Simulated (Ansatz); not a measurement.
Reaction (formal exchange of groups at the Si–O bond): `CC(=O)O[SiH2]Cl` + `[CH3][GeH]([OH])[F]` → `[OH][GeH]([F])[SiH2]Cl` + `COC(C)=O`

Calculated with Ansatz (gas phase, PBE0-D4/def2-TZVP geometries, no zero-point term in ΔE). CBS: MP2 limit from def2 TZ/QZ plus the TZ coupled-cluster correction, frozen cores. Functionals use def2-TZVPP. B3LYP here is the variant with VWN-RPA as its local correlation; programs differ in this. For Ge outer-core shells are correlated without core-valence functions, which leaves a few kJ/mol of doubt a bond. Scalar relativity is left out up to krypton. Each species was taken in one conformer, which may not be the lowest.

`CC(=O)O[SiH2]Cl`:

Cartesian coordinates in Å:
```
C -1.069 -1.271 -1.087
C -0.102 -0.663 -0.128
O 0.663 -1.266 0.583
O -0.141 0.678 -0.106
Si 0.960 1.348 0.985
Cl 0.655 3.360 0.781
H -0.990 -2.355 -1.056
H -0.862 -0.905 -2.094
H -2.082 -0.957 -0.832
H 0.623 0.976 2.370
H 2.345 1.055 0.583
```

`[CH3][GeH]([OH])[F]`:

```xyz
9

C    -0.081    1.324    0.077
Ge   -0.016   -0.548   -0.358
O    -0.089   -1.435    1.167
F     1.539   -0.895   -1.069
H     0.706    1.546    0.798
H    -1.047    1.574    0.517
H     0.072    1.924   -0.820
H    -1.032   -1.100   -1.372
H    -0.052   -2.388    1.059
```

`[OH][GeH]([F])[SiH2]Cl`:

Cartesian coordinates in Å:
```
O 1.874 -0.365 0.877
Ge 0.716 -0.731 -0.403
F 0.017 -2.292 -0.053
Si -1.110 0.816 -0.302
Cl -1.298 1.293 1.695
H 1.448 -0.096 1.696
H 1.545 -0.904 -1.681
H -0.813 2.060 -1.052
H -2.380 0.219 -0.775
```

`COC(C)=O`:

Z-matrix (Å, degrees):
```
C
O 1 1.423
H 1 1.088 2 105.9
H 1 1.091 2 110.7 3 119.7
H 1 1.091 2 110.7 3 -119.7
C 2 1.341 1 115.2 3 180.0
O 6 1.201 2 123.3 1 -0.0
C 6 1.498 2 111.1 1 180.0
H 8 1.087 6 109.5 2 179.6
H 8 1.092 6 109.9 2 -59.4
H 8 1.092 6 109.9 2 58.5
```

| level | ΔE (kJ/mol) | difference from CCSD(T)/CBS |
| --- | --- | --- |
| r2SCAN-D4 | 164.8 | -10.2 |
| PBE0-D4 | 156.0 | -19.0 |
| B3LYP-D4 | 159.2 | -15.8 |
| ωB97M-V | 172.2 | -2.8 |
| B2PLYP | 170.3 | -4.7 |
| PBE | 145.4 | -29.6 |
| r2SCAN | 164.8 | -10.2 |
| PBE0 | 156.4 | -18.6 |
| B3LYP | 159.8 | -15.2 |
| HF/def2-TZVPP | 179.1 | 4.1 |
| MP2/def2-TZVPP | 186.1 | 11.1 |
| CCSD(T)/def2-TZVPP | 174.6 | -0.4 |
| HF/def2-QZVPP | 180.1 | 5.1 |
| SCS-MP2/def2-QZVPP | 182.0 | 7.0 |
| HF/CBS(def2) | 180.2 | 5.2 |
| CCSD/CBS(def2) | 176.8 | 1.8 |
| CCSD(T)/CBS | 175.0 | 0 |

Largest T1 diagnostic among the species: 0.014.

From PBE to PBE0 (25 % exact exchange), in def2-TZVPP and without D4, ΔE moves by +11.0 kJ/mol.
